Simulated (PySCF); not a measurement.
## Magnetisability and related constants of `Oc1cc(F)cc(C(F)F)c1`, C$_{7}$H$_{5}$F$_{3}$O

Level of theory: PySCF 2.14.0, GIAO B3LYP/pcSseg-1 magnetisability, rotational g tensor and spin-rotation constants, non-relativistic, gas phase. Geometry: GFN2-xTB.

Input:
```
{"job": {"kind": "mag", "xc": "B3LYP", "basis": "pcSseg-1", "isotopologues": 0}, "charge": 0, "multiplicity": 1}
O      2.219527    -1.815473    -0.284520
C      1.373492    -0.776741    -0.130375
C      1.822473     0.529448     0.036219
C      0.893299     1.542191     0.184589
F      1.336828     2.802038     0.345607
C     -0.468470     1.307180     0.175029
C     -0.901293    -0.002187     0.011710
C     -2.373158    -0.316970     0.004956
F     -2.737786    -0.929066    -1.150597
F     -2.688893    -1.187624     0.997984
C      0.004657    -1.038198    -0.140149
H      3.136952    -1.515680    -0.264435
H      2.876880     0.763585     0.050943
H     -1.159135     2.125936     0.292337
H     -3.007897     0.573648     0.127663
H     -0.335074    -2.053143    -0.268372
```
Coordinates are in Å.

Command: `OMP_NUM_THREADS=1 python excited_run.py task.json out`

Question: What does the run print?

Answer: Atoms count from 0.
```
coarse grid: 15048 points
cycle   1  E = -644.1710926759  dE =  2.033e+00  |g| = 1.017e+00  |ddm| = 4.052e+00
cycle   2  E = -643.9615389357  dE =  2.096e-01  |g| = 1.539e+00  |ddm| = 2.074e+00
cycle   3  E = -644.3386661218  dE = -3.771e-01  |g| = 1.607e-01  |ddm| = 1.354e+00
cycle   4  E = -644.3437496427  dE = -5.084e-03  |g| = 7.135e-02  |ddm| = 2.227e-01
cycle   5  E = -644.3449026719  dE = -1.153e-03  |g| = 2.208e-02  |ddm| = 8.154e-02
cycle   6  E = -644.3450117829  dE = -1.091e-04  |g| = 6.032e-03  |ddm| = 2.583e-02
cycle   7  E = -644.3450202800  dE = -8.497e-06  |g| = 2.277e-03  |ddm| = 7.664e-03
final grid: 151336 points
cycle   8  E = -644.4496059979  dE = -4.464e-05  |g| = 9.328e-03  |ddm| = 4.416e-02
cycle   9  E = -644.4495793742  dE =  2.662e-05  |g| = 1.529e-02  |ddm| = 2.167e-02
cycle  10  E = -644.4496223706  dE = -4.300e-05  |g| = 9.142e-04  |ddm| = 1.411e-02
cycle  11  E = -644.4496225248  dE = -1.541e-07  |g| = 3.241e-04  |ddm| = 1.084e-03
cycle  12  E = -644.4496225422  dE = -1.745e-08  |g| = 1.429e-04  |ddm| = 3.926e-04
cycle  13  E = -644.4496225470  dE = -4.816e-09  |g| = 3.491e-05  |ddm| = 1.639e-04
cycle  14  E = -644.4496225473  dE = -2.349e-10  |g| = 1.459e-05  |ddm| = 4.348e-05
converged SCF energy = -644.4496225473

Magnetisability tensor (1e-30 J/T^2)
    -1091.91        2.50      -14.29
        2.50    -1152.34      108.10
      -14.29      108.10    -1959.90
isotropic -1401.39   principal values   -1974.36  -1138.13  -1091.66
isotropic susceptibility -84.393 1e-6 cm^3/mol

Inertial axes            a          b          c
rot. const./GHz      1.5587     0.7594     0.5611
chi total           -66.171    -68.112   -118.897
chi diamagnetic    -825.533  -1518.991  -2049.804
chi paramagnetic    759.363   1450.879   1930.907
quadrupole/D A        2.377      4.131     -6.508
g nuclear            0.5243     0.5025     0.5128
g electronic        -0.5561    -0.5177    -0.5090
g total             -0.0318    -0.0152     0.0038

Spin-rotation constants (kHz, H = +C I.J)
atom  isotope        aa         bb         cc
  4    19F        2.068      0.977      0.355
  8    19F        1.696      0.930      0.513
  9    19F        1.694      0.933      0.524
 11     1H        0.065     -0.082     -0.072
 12     1H        0.143     -0.073     -0.066
 13     1H       -0.130      0.066     -0.066
 14     1H       -0.115      0.051     -0.059
 15     1H       -0.008      0.014     -0.062
  0    17O*      -0.308     -0.111     -0.074
  1    13C*       0.646      0.392      0.109
  2    13C*       0.606      0.242      0.086
  3    13C*       0.699      0.349      0.140
  5    13C*       0.514      0.314      0.074
  6    13C*       0.789      0.307      0.074
  7    13C*       0.492      0.233      0.166
 10    13C*       0.597      0.300      0.065
* in the singly substituted isotopologue
```

It took 71 s wall time on 1 thread of an Arm Neoverse N1, shared host, peak memory 0.96 GiB.
